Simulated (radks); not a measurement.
The numbers below are computed, except where a source is named.
Species: Zr I. Configuration: [Kr] 4d2 5d2 (not the ground configuration). Code: a radial shooting solver on a logarithmic mesh with Libxc functionals. Model: scalar-relativistic Kohn-Sham, LDA (Slater exchange, Perdew-Wang correlation), spin-polarised, spherical densities, finite nucleus; open shells are filled with parallel spins first (spin-orbit coupling, left out, can overturn this in heavy ions); Fermi nuclear charge, rms radius 4.2694 fm.

Unscreened Slater integrals over Kohn-Sham orbitals (eV). They are taken over the spin-up orbitals. Empty in this configuration: 5s.

integral,value
"F0(5d,5d)",3.2321
"F2(5d,5d)",1.7359
"F4(5d,5d)",1.1647
"F0(5d,4d)",4.2080
"F2(5d,4d)",0.72765
"F4(5d,4d)",0.30282
"G0(5d,4d)",0.21720
"G2(5d,4d)",0.24187
"G4(5d,4d)",0.18577
"F0(5d,4p)",4.3310
"F2(5d,4p)",0.53420
"G1(5d,4p)",0.38391
"G3(5d,4p)",0.24915
"F0(5d,4s)",4.3615
"G2(5d,4s)",0.30702
"F0(5d,5s)",4.0196
"G2(5d,5s)",0.44724
"F0(4d,4d)",12.061
"F2(4d,4d)",5.9790
"F4(4d,4d)",3.8666
"F0(4d,4p)",14.173
"F2(4d,4p)",6.6197
"G1(4d,4p)",8.0217
"G3(4d,4p)",4.8462
"F0(4d,4s)",14.650
"G2(4d,4s)",5.4854
"F0(4d,5s)",8.7030
"G2(4d,5s)",2.2099
"F0(4p,4p)",17.930
"F2(4p,4p)",9.4011
"F0(4p,4s)",18.943
"G1(4p,4s)",12.771
"F0(4p,5s)",9.3091
"G1(4p,5s)",0.73386
"F0(4s,4s)",20.173
"F0(4s,5s)",9.4346
"G0(4s,5s)",0.46190
"F0(5s,5s)",7.4263

Derived for the open shells (J is the average intra-shell exchange parameter used in DFT+U). 4d: Racah B = F2/49 - 5 F4/441 = 0.07818 eV, C = 35 F4/441 = 0.3069 eV, C/B = 3.93, F4/F2 = 0.647, J = (F2 + F4)/14 = 0.7033 eV. 5d: Racah B = F2/49 - 5 F4/441 = 0.02222 eV, C = 35 F4/441 = 0.09243 eV, C/B = 4.16, F4/F2 = 0.671, J = (F2 + F4)/14 = 0.2072 eV.
